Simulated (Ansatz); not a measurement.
Complex (SMILES): F (HF) with Cl (HCl), atoms 1 to 2 the first; geometry from B3LYP-D3(BJ)/def2-TZVP, monomers rigid:
```xyz
4

F     -0.1993     0.2587    -0.2561
H     -0.6953    -0.4360     0.1164
Cl    -1.4096    -2.1732     1.4289
H     -0.3348    -2.0986     2.1286
```

Interaction energy at CCSD(T) with Ansatz (a first-principles code), kcal/mol, without and with the counterpoise correction (monomers among the partner's ghost functions). Cartesian d functions, on some or all atoms, in 6-31G*, 6-31+G*; all else is spherical. Cores are frozen. No added dispersion term, no relativity. Reference, counterpoise-corrected: Hartree-Fock in aug-cc-pV(Q+d)Z plus the correlation part extrapolated as X^-3 from aug-cc-pV(T+d)Z and aug-cc-pV(Q+d)Z, -3.03.

```tsv
basis	functions	uncorrected	counterpoise	counterpoise correction	mean of both
STO-3G	16	0.21	2.17	1.96	1.19
pcseg-0	26	-3.14	-1.25	1.89	-2.20
6-31G*	38	-2.21	-0.97	1.24	-1.59
pcseg-1	42	-2.25	-1.03	1.23	-1.64
6-31+G*	46	-2.94	-1.53	1.41	-2.24
def2-SVPD	66	-3.70	-2.15	1.55	-2.92
aug-pcseg-2	142	-3.47	-2.62	0.85	-3.04
aug-cc-pV(T+d)Z	147	-3.30	-2.77	0.53	-3.04
```

The corrected value lies nearer the reference in 2 of 8 rows.
